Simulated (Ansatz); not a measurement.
Start from `NB(O)O[SiH3]` and change one atom or group to get `CNB(N)O`.

Ansatz, PBE0-D4/def2-TZVP geometries, multiplicity 1. Each molecule was computed in one conformer, which needn't be the lowest.

```csv
property,`NB(O)O[SiH3]`
LUMO energy (B3LYP/def2-TZVPP) / eV,-0.03
size of the dipole moment (ωB97M-V/def2-TZVPP) / D,2.72
HOMO–LUMO gap (ωB97M-V/def2-TZVPP) / eV,11.83
HOMO energy (B3LYP/def2-TZVPP) / eV,-7.51
HOMO energy (ωB97M-V/def2-TZVPP) / eV,-10.14
HOMO–LUMO gap (B3LYP/def2-TZVPP) / eV,7.47
```

(1) What does the change do to each property? (An estimate is asked.)

Answers

(1) Ansatz gave: 
```json
{"property": "LUMO energy (B3LYP/def2-TZVPP) / eV", "`CNB(N)O`": "0.41", "shift": "0.44"}
{"property": "size of the dipole moment (ωB97M-V/def2-TZVPP) / D", "`CNB(N)O`": "1.65", "shift": "-1.07"}
{"property": "HOMO–LUMO gap (ωB97M-V/def2-TZVPP) / eV", "`CNB(N)O`": "10.89", "shift": "-0.94"}
{"property": "HOMO energy (B3LYP/def2-TZVPP) / eV", "`CNB(N)O`": "-6.21", "shift": "1.30"}
{"property": "HOMO energy (ωB97M-V/def2-TZVPP) / eV", "`CNB(N)O`": "-8.79", "shift": "1.35"}
{"property": "HOMO–LUMO gap (B3LYP/def2-TZVPP) / eV", "`CNB(N)O`": "6.62", "shift": "-0.85"}
```

With PBE0 the HOMO rises by 1.32 eV and the LUMO rises by 0.48 eV, so the gap narrows by about 0.84 eV. PBE moves the HOMO by 1.24 eV and ωB97M-V by 1.35 eV. Dipoles are sizes alone; their direction can turn.

B3LYP here is the variant with VWN-RPA as its local correlation; programs differ in this.
